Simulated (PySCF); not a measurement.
Computed shifts of a molecule C4H4F2, HF/pcSseg-1 (PySCF), GIAO, gas phase, equivalent atoms averaged, in ppm (number of nuclei): ¹⁹F: -111.9 (2). ¹³C: 155.0 (2), 110.5 (2). ¹H: 6.85 (2), 6.18 (2). References: ¹⁹F against CFCl3 (σ = 238.5 ppm); ¹³C against TMS (σ = 192.6 ppm); ¹H against TMS (σ = 31.99 ppm), references at their B3LYP-D3(BJ)/def2-TZVP geometries, non-relativistic. The structure is a stationary point at PBE0-D3(BJ)/def2-SVP. The values are those of a single conformer.

Task: Identify the compound among the candidates.
A. C=C(F)C(=C)F
B. CC#CC(F)F
C. FC1=C[C@@H](F)C1
D. F/C=C\C=C/F

Result: D, F/C=C\C=C/F
